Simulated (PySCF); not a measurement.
## From a computed spectrum to the compound

A species of 10 atoms with charge 1 has these harmonic modes (B3LYP, small Gaussian bases with core potentials, PySCF 2.14.0):

```csv
cm⁻¹,km/mol,symmetry
196,1.7,a''
235,10.9,a'
362,33.4,a''
401,13.1,a'
485,16.7,a'
549,9.3,a''
560,25.2,a'
593,2.3,a''
604,11.9,a'
626,12.9,a''
778,3.5,a'
792,0.2,a'
958,10.4,a'
1008,35.6,a''
1030,21.6,a'
1082,0.3,a''
1354,15.6,a''
1381,2.6,a'
1943,101.1,a'
3046,6.4,a''
3051,31.4,a'
3134,0.9,a''
3144,20.1,a'
3875,28.9,a'
```

(1) Which species is it, and in which structure?

Results:

(1) [TaH3(C2H4)]+ (doublet):
```xyz
10

Ta    0.0291    0.2336    0.0000
H     0.8911    2.2633    0.0000
H     0.1228    2.4443    0.0000
H    -1.4817    1.1163    0.0000
C    -0.1670   -1.6608    0.7805
C    -0.1670   -1.6608   -0.7805
H    -1.1098   -1.9692    1.2595
H     0.7156   -2.1347    1.2447
H    -1.1098   -1.9692   -1.2595
H     0.7156   -2.1347   -1.2447
```
Ideal gas at 298.15 K and 1 bar: S = 325.3 J/(mol K), Cp = 101.4 J/(mol K), H − H(0 K) = 18.1 kJ/mol (rigid rotor, harmonic modes, spin degeneracy alone). On relaxing from the template, bonds within or between ligands changed, so the formula names the start rather than the bonding at the end. Open shells may have lower solutions than the one found.
 This is one of several that fit.
